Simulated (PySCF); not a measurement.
hydronium (H₃O), SMILES [OH3+], charge +1.

Geometry optimised at B3LYP-D3(BJ)/def2-TZVPD.

Two levels are set side by side: TDA-PBE/def2-TZVPD (PySCF) and TDA-M06-2X/def2-TZVPD (PySCF). Vertical, same geometry. The lowest singlet is HOMO→LUMO 99 % with PBE and HOMO→LUMO 97 % with the other functional; states are paired by order. Differences are taken from unrounded values.

```json
[
 {"quantity": "lowest singlet excitation (eV)", "TDA-M06-2X": "11.67", "TDA-PBE": "10.85", "TDA-PBE minus TDA-M06-2X": "-0.82"},
 {"quantity": "lowest triplet excitation (TDA) (eV)", "TDA-M06-2X": "10.96", "TDA-PBE": "10.05", "TDA-PBE minus TDA-M06-2X": "-0.91"},
 {"quantity": "first bright state (f over 0.05) (eV)", "TDA-M06-2X": "16.80", "TDA-PBE": "16.33", "TDA-PBE minus TDA-M06-2X": "-0.47"},
 {"quantity": "its oscillator strength", "TDA-M06-2X": "0.20", "TDA-PBE": "0.16", "TDA-PBE minus TDA-M06-2X": "-0.04"}
]
```

Functionals without exact exchange tend to place singlet excitations lower, as here. Differences between two approximate levels are no errors against the true value.

Rough cost on one machine, each run with all the roots and properties that it gave: TDA-M06-2X against TDA-PBE about 6 times.
